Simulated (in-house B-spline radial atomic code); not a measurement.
Radial electron density of the zirconium ion Zr¹⁷⁺, [Ar] 3d5. Computed with an all-electron radial atomic-structure program (B-spline basis): scalar-relativistic (X2C) RPBE, spin-polarised, spherical fractional occupations, Fermi nucleus of rms radius 4.2694 fm.

One-electron X2C: radii and densities carry no picture-change correction, so inner-shell <1/r> comes out high (for 1s by about 2 % at Z = 33, 5 % at 54, 10 % at 75, 30 % at 118) and <r> low.

Columns: r (bohr), 4πr²n(r) (electrons per bohr), bar.

```
 0.00117    1.248 #
 0.00139    1.667 #
 0.00165    2.217 ##
 0.00196    2.943 ##
 0.00232    3.867 ###
 0.00275     5.07 ####
 0.00327     6.64 #####
 0.00387    8.574 ######
 0.00459    11.02 ########
 0.00545    14.04 ##########
 0.00646    17.64 #############
 0.00766    21.87 ################
 0.00909    26.68 ###################
  0.0108    31.95 #######################
  0.0128    37.29 ###########################
  0.0152    42.41 ###############################
   0.018    46.64 ##################################
  0.0213    49.51 ####################################
  0.0253    50.58 #####################################
    0.03    49.66 ####################################
  0.0356    47.16 ##################################
  0.0422     44.2 ################################
  0.0501    42.33 ###############################
  0.0594    43.13 ###############################
  0.0704    47.21 ##################################
  0.0835    53.55 #######################################
   0.099    59.27 ###########################################
   0.117     60.9 ############################################
   0.139    56.31 #########################################
   0.165    46.65 ##################################
   0.196    36.53 ##########################
   0.232    31.26 #######################
   0.276    32.22 #######################
   0.327    35.74 ##########################
   0.388    35.91 ##########################
    0.46    29.75 #####################
   0.545    19.51 ##############
   0.647    9.728 #######
   0.767    3.625 ###
    0.91   0.9635 #
    1.08   0.1727 
    1.28  0.01987 
    1.52 0.001317
```

On this grid the curve has 3 maxima, near 0.0253, 0.117, 0.388 bohr.

The 3p up radial function P(r) = rR(r), positive near the nucleus:

```tsv
r (bohr)	P
0.00117	0.001774
0.00165	0.003208
0.00232	0.005823
0.00327	0.01067
0.00459	0.01944
0.00646	0.03545
0.00909	0.06405
0.0128	0.114
0.018	0.1974
0.0253	0.3283
0.0356	0.5158
0.0501	0.7423
0.0704	0.9313
0.099	0.9254
0.139	0.5293
0.196	-0.3198
0.276	-1.273
0.388	-1.689
0.545	-1.282
0.767	-0.5437
1.08	-0.1115
1.52	-0.008394
```
